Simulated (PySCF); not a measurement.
PySCF input file for C4H5Si, SMILES C1=[C]C=C[SiH2]1, multiplicity 2, TDA-PBE/def2-SVPD. Geometry optimised at B3LYP-D3(BJ)/def2-SVP. The isomer is the one that the SMILES or the coordinates give; other isomers of the formula were not compared.

```python
import numpy as np
from pyscf import gto, scf, dft, tdscf

mol = gto.M(
    atom='''
    C     1.10168200    1.00329554   -0.00000000
    C     1.39885947   -0.29294393    0.00000000
    Si   -0.31713535   -1.10269654    0.00000000
    C    -1.22583061    0.55037467   -0.00000000
    C    -0.27574759    1.51621543   -0.00000000
    H     2.39739440   -0.73506712    0.00000000
    H    -0.58892977   -1.92860110    1.21274377
    H    -0.58892977   -1.92860110   -1.21274377
    H    -2.29503917    0.77640774   -0.00000000
    H    -0.47838040    2.59196283   -0.00000000
    ''',
    basis='def2-SVPD',
    charge=0,
    spin=1,
    max_memory=1600,
    verbose=4,
)
mf = dft.UKS(mol, xc='pbe').density_fit(auxbasis='def2-universal-jkfit')
mf.grids.level = 3
mf.conv_tol = 1e-9
mf.max_cycle = 100
mf.kernel()
fine, coarse = mf.grids, dft.Grids(mol).set(level=1).build(with_non0tab=True)
for _ in range(3):  # follow internal instabilities
    mf.grids = coarse
    mo, _, stable, _ = mf.stability(return_status=True, nroots=4)
    mf.grids = fine
    if stable:
        break
    mf.kernel(mf.make_rdm1(mo, mf.mo_occ))
mf.grids = dft.Grids(mol).set(level=1).build(with_non0tab=True)  # coarser grid for the response kernel
td = tdscf.TDA(mf)
td.nstates = 10
td.conv_tol = 1e-4
td.positive_eig_threshold = 1e-6
td.kernel(x0=td.get_init_guess(mf, 15))
td.analyze()
```

Output:

```
PySCF version 2.14.0

[INPUT] verbose = 4
[INPUT] num. atoms = 10
[INPUT] num. electrons = 43
[INPUT] charge = 0
[INPUT] spin (= nelec alpha-beta = 2S) = 1
[INPUT] symmetry False subgroup None
[INPUT] Mole.unit = angstrom
[INPUT] Symbol           X                Y                Z      unit          X                Y                Z       unit  Magmom
[INPUT]  1 C      1.101682000000   1.003295540000   0.000000000000 AA    2.081877256363   1.895953792598   0.000000000000 Bohr   0.0
[INPUT]  2 C      1.398859470000  -0.292943930000   0.000000000000 AA    2.643461285054  -0.553583797554   0.000000000000 Bohr   0.0
[INPUT]  3 Si    -0.317135350000  -1.102696540000   0.000000000000 AA   -0.599298955918  -2.083794459106   0.000000000000 Bohr   0.0
[INPUT]  4 C     -1.225830610000   0.550374670000   0.000000000000 AA   -2.316484128009   1.040057392198   0.000000000000 Bohr   0.0
[INPUT]  5 C     -0.275747590000   1.516215430000   0.000000000000 AA   -0.521087424609   2.865231908540   0.000000000000 Bohr   0.0
[INPUT]  6 H      2.397394400000  -0.735067120000   0.000000000000 AA    4.530418828566  -1.389075539973   0.000000000000 Bohr   0.0
[INPUT]  7 H     -0.588929770000  -1.928601100000   1.212743770000 AA   -1.112915971903  -3.644527882535   2.291753584573 Bohr   0.0
[INPUT]  8 H     -0.588929770000  -1.928601100000  -1.212743770000 AA   -1.112915971903  -3.644527882535  -2.291753584573 Bohr   0.0
[INPUT]  9 H     -2.295039170000   0.776407740000   0.000000000000 AA   -4.336995476449   1.467197989593   0.000000000000 Bohr   0.0
[INPUT] 10 H     -0.478380400000   2.591962830000   0.000000000000 AA   -0.904007939360   4.898099873753   0.000000000000 Bohr   0.0

nuclear repulsion = 191.253060096709
number of shells = 62
number of NR pGTOs = 212
number of NR cGTOs = 144
basis = def2-SVPD
ecp = {}


[settings echo left out]
init E= -444.610540268951
  alpha nocc = 22  HOMO = -0.214366858996168  LUMO = -0.151430284908511
  beta  nocc = 21  HOMO = -0.291535233479431  LUMO = -0.214366858996169

WARN: HOMO -0.214366858996168 >= LUMO -0.214366858996169

cycle= 1 E= -444.192875307724  delta_E= 0.418  |g|= 0.316  |ddm|= 3.99
  alpha nocc = 22  HOMO = -0.146086221451167  LUMO = -0.036287153562697
  beta  nocc = 21  HOMO = -0.14180187523198  LUMO = -0.087532776927524
  HOMO = -0.141801875232  LUMO = -0.0875327769275  gap/eV = 1.47674
cycle= 2 E= -444.105313796988  delta_E= 0.0876  |g|= 0.496  |ddm|= 1.24
  alpha nocc = 22  HOMO = -0.18880011126996  LUMO = -0.0935715111778772
  beta  nocc = 21  HOMO = -0.223875197715144  LUMO = -0.123566841154063
  HOMO = -0.18880011127  LUMO = -0.123566841154  gap/eV = 1.77509
cycle= 3 E= -444.247262458718  delta_E= -0.142  |g|= 0.0774  |ddm|= 0.789
  alpha nocc = 22  HOMO = -0.19852850255913  LUMO = -0.0954691669845356
  beta  nocc = 21  HOMO = -0.223754716896742  LUMO = -0.130597261842922
  HOMO = -0.198528502559  LUMO = -0.130597261843  gap/eV = 1.84850
cycle= 4 E= -444.248964601392  delta_E= -0.0017  |g|= 0.0541  |ddm|= 0.278
  alpha nocc = 22  HOMO = -0.193351891314665  LUMO = -0.0920993756939055
  beta  nocc = 21  HOMO = -0.22052859668615  LUMO = -0.122780983816205
  HOMO = -0.193351891315  LUMO = -0.122780983816  gap/eV = 1.92033
cycle= 5 E= -444.250728909974  delta_E= -0.00176  |g|= 0.0118  |ddm|= 0.132
  alpha nocc = 22  HOMO = -0.195126858976074  LUMO = -0.0929061860123714
  beta  nocc = 21  HOMO = -0.221290013897961  LUMO = -0.122954800589862
  HOMO = -0.195126858976  LUMO = -0.12295480059  gap/eV = 1.96390
cycle= 6 E= -444.2508315181  delta_E= -0.000103  |g|= 0.00375  |ddm|= 0.0359
  alpha nocc = 22  HOMO = -0.195195004616251  LUMO = -0.0926226055219392
  beta  nocc = 21  HOMO = -0.221242917466294  LUMO = -0.122624723424138
  HOMO = -0.195195004616  LUMO = -0.122624723424  gap/eV = 1.97474
cycle= 7 E= -444.250836638002  delta_E= -5.12e-06  |g|= 0.00327  |ddm|= 0.00995
  alpha nocc = 22  HOMO = -0.195108884315038  LUMO = -0.0925536835381875
  beta  nocc = 21  HOMO = -0.221151278032107  LUMO = -0.122268714306089
  HOMO = -0.195108884315  LUMO = -0.122268714306  gap/eV = 1.98208
cycle= 8 E= -444.250844381041  delta_E= -7.74e-06  |g|= 0.00115  |ddm|= 0.00627
  alpha nocc = 22  HOMO = -0.195211133784193  LUMO = -0.0925794355023859
  beta  nocc = 21  HOMO = -0.221216525741837  LUMO = -0.122209302222953
  HOMO = -0.195211133784  LUMO = -0.122209302223  gap/eV = 1.98648
cycle= 9 E= -444.250846113015  delta_E= -1.73e-06  |g|= 0.000324  |ddm|= 0.00398
  alpha nocc = 22  HOMO = -0.195268775079526  LUMO = -0.0925783850361883
  beta  nocc = 21  HOMO = -0.221252400535422  LUMO = -0.122215420654288
  HOMO = -0.19526877508  LUMO = -0.122215420654  gap/eV = 1.98788
cycle= 10 E= -444.250846444613  delta_E= -3.32e-07  |g|= 0.000149  |ddm|= 0.00243
  alpha nocc = 22  HOMO = -0.195231386640136  LUMO = -0.0925656866406439
  beta  nocc = 21  HOMO = -0.221238368818683  LUMO = -0.122184307996341
  HOMO = -0.19523138664  LUMO = -0.122184307996  gap/eV = 1.98771
cycle= 11 E= -444.250846481591  delta_E= -3.7e-08  |g|= 0.0001  |ddm|= 0.00105
  alpha nocc = 22  HOMO = -0.195248370617271  LUMO = -0.0925703359478631
  beta  nocc = 21  HOMO = -0.221252235715391  LUMO = -0.122203896214441
  HOMO = -0.195248370617  LUMO = -0.122203896214  gap/eV = 1.98764
cycle= 12 E= -444.250846488784  delta_E= -7.19e-09  |g|= 6.32e-05  |ddm|= 0.000354
  alpha nocc = 22  HOMO = -0.195244184345335  LUMO = -0.0925650734450314
  beta  nocc = 21  HOMO = -0.221243048266727  LUMO = -0.122201731335109
  HOMO = -0.195244184345  LUMO = -0.122201731335  gap/eV = 1.98759
cycle= 13 E= -444.250846491406  delta_E= -2.62e-09  |g|= 3.54e-05  |ddm|= 0.000168
  alpha nocc = 22  HOMO = -0.195241746724497  LUMO = -0.0925664997091453
  beta  nocc = 21  HOMO = -0.22124528091075  LUMO = -0.122201275410305
  HOMO = -0.195241746724  LUMO = -0.12220127541  gap/eV = 1.98753
cycle= 14 E= -444.250846492282  delta_E= -8.76e-10  |g|= 1.89e-05  |ddm|= 0.000129
  alpha nocc = 22  HOMO = -0.19524707876462  LUMO = -0.092568176966108
  beta  nocc = 21  HOMO = -0.221245805287414  LUMO = -0.122207084303212
  HOMO = -0.195247078765  LUMO = -0.122207084303  gap/eV = 1.98752
Extra cycle  E= -444.250846491034  delta_E= 1.25e-09  |g|= 5.08e-05  |ddm|= 0.000135
converged SCF energy = -444.250846491034  <S^2> = 0.75753911  2S+1 = 2.007525
tot grids = 39496
uhf_internal: lowest eigs of H = [0.7201208  0.73147452 0.74198589 0.75624921]
<class 'pyscf.df.df_jk.DFUKS'> wavefunction is stable in the internal stability analysis
tot grids = 39496
Overwritten attributes  positive_eig_threshold  of <class 'pyscf.tdscf.uks.TDA'>


******** <class 'pyscf.tdscf.uks.TDA'> for <class 'pyscf.df.df_jk.DFUKS'> ********
nstates = 10
deg_eia_thresh = 1.000e-03
wfnsym = None
conv_tol = 0.0001
eigh lindep = 1e-12
eigh level_shift = 0
eigh max_cycle = 100


Excitation energies (eV)
[2.55799373 2.71644867 2.82364067 4.43807029 4.46851965 4.66757064
 4.80882499 5.05622928 5.18226484 5.36271878]

** Excitation energies and oscillator strengths **
Excited State   1:      2.55799 eV    484.69 nm  f=0.0014
      22a ->   23a      0.53537
      21b ->   22b      0.83989
Excited State   2:      2.71645 eV    456.42 nm  f=0.0002
      22a ->   23a      0.84167
      21b ->   22b     -0.53669
Excited State   3:      2.82364 eV    439.09 nm  f=0.0001
      21a ->   23a     -0.70979
      21b ->   23b     -0.69350
Excited State   4:      4.43807 eV    279.37 nm  f=0.0036
      22a ->   26a      0.13037
      20b ->   22b     -0.98414
Excited State   5:      4.46852 eV    277.46 nm  f=0.0227
      21a ->   23a      0.40483
      18b ->   22b     -0.13915
      19b ->   22b      0.77416
      21b ->   23b     -0.42721
Excited State   6:      4.66757 eV    265.63 nm  f=0.0459
      21a ->   23a      0.47814
      22a ->   24a      0.14972
      18b ->   22b     -0.22760
      19b ->   22b     -0.62509
      21b ->   23b     -0.49486
Excited State   7:      4.80882 eV    257.83 nm  f=0.0002
      17a ->   23a      0.14552
      19a ->   23a     -0.63572
      21a ->   26a      0.24849
      17b ->   23b     -0.13215
      18b ->   22b      0.10239
      20b ->   23b     -0.65960
      21b ->   26b      0.19014
Excited State   8:      5.05623 eV    245.21 nm  f=0.0000
      20a ->   23a      0.72526
      19b ->   23b     -0.68291
Excited State   9:      5.18226 eV    239.25 nm  f=0.0215
      19a ->   23a     -0.14918
      21a ->   23a     -0.11194
      22a ->   24a      0.95447
      18b ->   22b     -0.12592
      21b ->   23b      0.11191
Excited State  10:      5.36272 eV    231.20 nm  f=0.0048
      22a ->   25a      0.97205
      18b ->   22b      0.20202

** Transition electric dipole moments (AU) **
state          X           Y           Z        Dip. S.      Osc.
  1        -0.0000     -0.0000      0.1491      0.0222      0.0014
  2        -0.0000     -0.0000     -0.0563      0.0032      0.0002
  3         0.0254      0.0130      0.0000      0.0008      0.0001
  4        -0.0000      0.0000     -0.1829      0.0335      0.0036
  5        -0.4310      0.1473      0.0000      0.2075      0.0227
  6        -0.6257      0.0995     -0.0000      0.4014      0.0459
  7         0.0091      0.0426      0.0000      0.0019      0.0002
  8        -0.0000      0.0000     -0.0136      0.0002      0.0000
  9         0.4051      0.0731     -0.0000      0.1695      0.0215
 10        -0.1593     -0.1055     -0.0000      0.0365      0.0048

** Transition velocity dipole moments (imaginary part, AU) **
state          X           Y           Z        Dip. S.      Osc.
  1         0.0000      0.0000     -0.0153      0.0002      0.0017
  2         0.0000      0.0000     -0.0119      0.0001      0.0009
  3         0.0012      0.0047      0.0000      0.0000      0.0002
  4         0.0000     -0.0000     -0.0061      0.0000      0.0002
  5         0.0388     -0.0116      0.0000      0.0016      0.0066
  6         0.0432     -0.0105     -0.0000      0.0020      0.0077
  7         0.0065      0.0040     -0.0000      0.0001      0.0002
  8         0.0000      0.0000      0.0004      0.0000      0.0000
  9         0.0170      0.0164     -0.0000      0.0006      0.0020
 10        -0.0279     -0.0329     -0.0000      0.0019      0.0063

** Transition magnetic dipole moments (imaginary part, AU) **
state          X           Y           Z
  1         0.2515     -0.2579      0.0000
  2         0.1090     -0.1955     -0.0000
  3        -0.0000      0.0000      0.0069
  4        -0.1041      0.0240     -0.0000
  5         0.0000     -0.0000     -0.4607
  6        -0.0000     -0.0000     -0.7665
  7         0.0000     -0.0000     -0.0386
  8         0.0047     -0.0081      0.0000
  9        -0.0000      0.0000     -0.3615
 10         0.0000     -0.0000     -0.1299
```

Self-consistency was reached.
